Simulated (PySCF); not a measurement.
Assigning NMR signals

Mapped SMILES: `[BH2:1][CH2:2][BH:3][C:4]#[CH:5]`; H(Xn) means a hydrogen on atom n.

Theory: CAM-B3LYP/pcSseg-2 with gauge-including orbitals, geometry from PBE0-D3(BJ)/def2-SVP, spin–spin couplings from B3LYP/pcJ-1 (spin–dipole term only in couplings to heteroatoms), in PySCF 2.14.0 with density-fitted response routines (one conformer, no solvent, non-relativistic, one averaged value for each set of equivalent atoms).

References, each an isolated molecule treated in the same way: TMS for ¹³C (σ = 182.55 ppm) and ¹H (σ = 31.34 ppm).

(1) Assign these signals to the numbered atoms. ¹³C{¹H} NMR (computed): δ 135.5 (CH), 99.2 (C), 60.8 (CH2).

(2) Assign these signals to the numbered atoms. ¹H NMR (300 MHz, computed): δ 7.64 (br, 2H), 6.73 (br, 1H), 4.77 (s, 1H), 3.56 (t, J = 6.4 Hz, 2H).

Results:

(1) 
135.5 → C5, terminal alkyne carbon
99.2 → C4, alkyne carbon: the triple bond shields along its axis, which puts it between sp3 and sp2 carbons
60.8 → C2, sp3 CH2 bonded to 2 B

(2) 
| δ (ppm) | atoms | environment | reason |
| --- | --- | --- | --- |
| 7.64 | H(B1) | hydrogen on a boron bonded to C | – |
| 6.73 | H(B3) | hydrogen on a boron bonded to 2 C | – |
| 4.77 | H(C5) | hydrogen on a terminal alkyne carbon | – |
| 3.56 | H(C2) | hydrogen on an sp3 CH2 bonded to 2 B | – |

Hydrogens on boron are broadened and split by ¹¹B (spin 3/2, 80 %) and 10B (spin 3). A carbon bonded to boron is broadened by the quadrupolar boron nucleus and is often missing from a measured spectrum. Multiplet labels drop couplings under 1 Hz and merge nearly equal ones. Shifts are as computed, not scaled to solution data. Of 1211 compounds with measured shifts, 218 miss one by over three times the rms of a fit or turn the order of signals round; such compounds aren't used in these exercises. Vicinal couplings across rotatable single bonds and in flexible rings belong to the one computed conformer; a conformer average would change them.
